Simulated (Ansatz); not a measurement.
GaBr3, 4 atoms. Hardware: 2 threads of AMD EPYC 7R13 on a shared host.

Correlated methods freeze 36 core orbitals; core or outer-core shells of Ga, Br are correlated, in sets that lack core-valence functions.

(1) How many basis functions does each of these Ansatz runs have, and roughly what does it cost? LC-ωPBE/def2-TZVP, charge 0 singlet, energy, from earlier orbitals; B97M-V/def2-TZVP, charge 0 singlet, energy, from earlier orbitals; PBE-D4/def2-SVP, charge 0 singlet, frequencies; PBE0-D4/def2-TZVPD, charge 0 singlet, energy, from earlier orbitals; PBE-D4/def2-TZVP, charge 0 triplet at the geometry of the charge 0 singlet, energy, from earlier orbitals; r2SCAN-D4/def2-TZVP, charge 1 doublet at the geometry of the charge 0 singlet, energy, from earlier orbitals; PBE0-D4/def2-TZVPD, charge -1 doublet at the geometry of the charge 0 singlet, energy, from earlier orbitals; PBE0-D4/def2-SVP, charge 0 singlet, energy, from earlier orbitals; RPA@PBE/def2-TZVP, charge 0 singlet, energy, from earlier orbitals; PBE0-D4/def2-SVP, charge 1 doublet at the geometry of the charge 0 singlet, energy with a search over starts; PBE0-D4/def2-SVP, charge -1 doublet at the geometry of the charge 0 singlet, energy with a search over starts; PBE0-D4/def2-TZVP, charge 0 singlet, energy, from earlier orbitals.

## Answers

(1) Other jobs shared the machine, so times can vary by a factor of up to 3. A dash marks memory too small to be measured apart from the calling script's.

| run | functions | fitting or Cholesky vectors | wall time | peak host memory (GiB) |
| --- | --- | --- | --- | --- |
| PBE0-D4/def2-SVP, charge 0 singlet, energy, from earlier orbitals | 128 | 1228 | 3.2 s | – |
| LC-ωPBE/def2-TZVP, charge 0 singlet, energy, from earlier orbitals | 192 | 1496 | 3.7 s | – |
| RPA@PBE/def2-TZVP, charge 0 singlet, energy, from earlier orbitals | 192 | 1306 | 6 s | – |
| PBE-D4/def2-TZVP, charge 0 triplet at the geometry of the charge 0 singlet, energy, from earlier orbitals | 192 | 1496 | 6 s | – |
| PBE0-D4/def2-TZVP, charge 0 singlet, energy, from earlier orbitals | 192 | 1306 | 6.5 s | 0.55 |
| PBE0-D4/def2-SVP, charge -1 doublet at the geometry of the charge 0 singlet, energy with a search over starts | 128 | 1228 | 9.5 s | 0.64 |
| PBE0-D4/def2-TZVPD, charge 0 singlet, energy, from earlier orbitals | 225 | 1840 | 9.5 s | 0.94 |
| B97M-V/def2-TZVP, charge 0 singlet, energy, from earlier orbitals | 192 | 1496 | 10 s | – |
| r2SCAN-D4/def2-TZVP, charge 1 doublet at the geometry of the charge 0 singlet, energy, from earlier orbitals | 192 | 1496 | 15 s | – |
| PBE0-D4/def2-TZVPD, charge -1 doublet at the geometry of the charge 0 singlet, energy, from earlier orbitals | 225 | 1434 | 18 s | 0.99 |
| PBE0-D4/def2-SVP, charge 1 doublet at the geometry of the charge 0 singlet, energy with a search over starts | 128 | 1228 | 23 s | 0.64 |
| PBE-D4/def2-SVP, charge 0 singlet, frequencies | 128 | 1390 | 30 s | – |
